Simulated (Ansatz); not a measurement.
Geometry optimisation, RKS revPBE-D4/def2-SVP in Ansatz 0.2.0.

Input:

```yaml
crystal:
  periodic: [false, false, false]
  atoms:
    - { symbol: Zr, position_ang: [0.0, 0.0, 0.0] }
    - { symbol: O, position_ang: [0.0, 0.0, 2.42] }
    - { symbol: H, position_ang: [-0.9095, -0.2814, 2.7571] }
    - { symbol: F, position_ang: [1.8671, 0.0, -0.6593] }
    - { symbol: F, position_ang: [-0.9326, 1.6157, -0.6593] }
    - { symbol: F, position_ang: [-0.9326, -1.6157, -0.6593] }
    - { symbol: S, position_ang: [1.4875, -2.2588, 0.8987] }
    - { symbol: H, position_ang: [0.7024, -3.4121, 0.7815] }
    - { symbol: H, position_ang: [0.7562, -1.1483, 2.1622] }
basis:
  gaussian: { orbitals: def2-SVP }
hamiltonian:
  xc: revpbe
  dispersion: d4
relax:
  f_tol: 0.15
  max_steps: 25
  restrain:
    - { distance: [0, 6], at: 2.55, k: 30.0 }
    - { distance: [8, 1], at: 1.01, k: 30.0 }
    - { distance: [0, 1], at: 3.27, k: 30.0 }
    - { distance: [8, 6], at: 2.6, k: 30.0 }
```

Run as:

```bash
$ ansatz run input.yaml --threads 4 --pin off --max-ram 5120MiB --backend cpu --events-out ev --progress --plain --runs-dir out
```

Problem. Where does it end, and by what steps?

Solution. The run converged. The restraints hold the end off the free minimum. After 16 steps the energy has fallen by 1.670 eV (the restraints' own energy left out); F5 moved furthest, 1.73 Å. Parted: Zr1–O2 (2.42 → 3.25 Å). Joined: O2–H9 (1.40 → 0.99 Å).

```
step  energy less start (eV)  largest force component (eV/Å)  accepted
   0                  0.0000                           2.091       yes
   1                  0.1654                           2.306       yes
   2                  0.1065                           1.952       yes
   3                 -0.3709                           0.948       yes
   4                 -0.7945                           0.905       yes
   5                 -1.0638                           1.534       yes
   6                 -1.2523                           1.193       yes
   7                 -1.3781                           0.761       yes
   8                 -1.3916                           1.065       yes
   9                 -1.4330                           0.587       yes
  10                 -1.4710                           0.624       yes
  11                 -1.5165                           0.736       yes
  12                 -1.5651                           1.027       yes
  13                 -1.6503                           0.769       yes
  14                 -1.6585                           0.754       yes
  15                 -1.6432                           0.789        no
  16                 -1.6697                           0.794       yes
```

```xyz
9
Properties=species:S:1:pos:R:3
Zr 0.201 -0.612 -0.406
O 0.565 0.260 2.707
H -0.354 0.528 2.904
F 1.580 0.673 -0.709
F -1.439 0.189 0.184
F -0.227 -1.461 -2.058
S 0.940 -2.517 1.091
H 0.216 -3.452 0.407
H 0.556 -0.709 2.922
```

Time of the run: 36 s on 4 threads of Arm Neoverse V1, with other jobs on the host, peak memory 0.18 GiB.
